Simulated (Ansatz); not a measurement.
B(CNMe)H3 (C₂H₆BN). Charge 0, multiplicity 1. Geometry r2SCAN-D4/def2-SVP, basis def2-TZVP, Ansatz.

Cartesian coordinates in Å:
```
B -1.810 -0.273 0.986
C -0.473 -0.072 0.257
N 0.545 0.082 -0.299
C 1.771 0.267 -0.965
H 2.604 -0.032 -0.311
H 1.896 1.325 -1.239
H 1.800 -0.344 -1.880
H -2.687 0.068 0.202
H -1.771 0.441 1.981
H -1.874 -1.462 1.269
```

```json
{"run": "A", "HOMO (eV)": "-9.46", "LUMO (eV)": "0.86"}
{"run": "B", "HOMO (eV)": "-6.83", "LUMO (eV)": "-1.24"}
{"run": "C", "HOMO (eV)": "-11.24", "LUMO (eV)": "2.70"}
{"run": "D", "HOMO (eV)": "-6.89", "LUMO (eV)": "-1.40"}
{"run": "E", "HOMO (eV)": "-8.09", "LUMO (eV)": "-0.25"}
{"run": "F", "HOMO (eV)": "-7.89", "LUMO (eV)": "-0.52"}
```

B3LYP takes the VWN-RPA correlation.

Task: The runs used B3LYP, CAM-B3LYP, HF, LDA (SPW92), PBE, PBE0. Estimate which is which.

Result: A CAM-B3LYP (range-separated); B PBE (0 % exact exchange); C HF (100 % exact exchange); D LDA (SPW92) (0 % exact exchange); E PBE0 (25 % exact exchange); F B3LYP (20 % exact exchange). Exact exchange lowers occupied and raises empty levels; among semilocal functionals meta-GGAs tend to open the gap a little, and such runs are hard to tell apart. The gap grows from 5.50 eV (LDA (SPW92)) to 13.95 eV (HF).
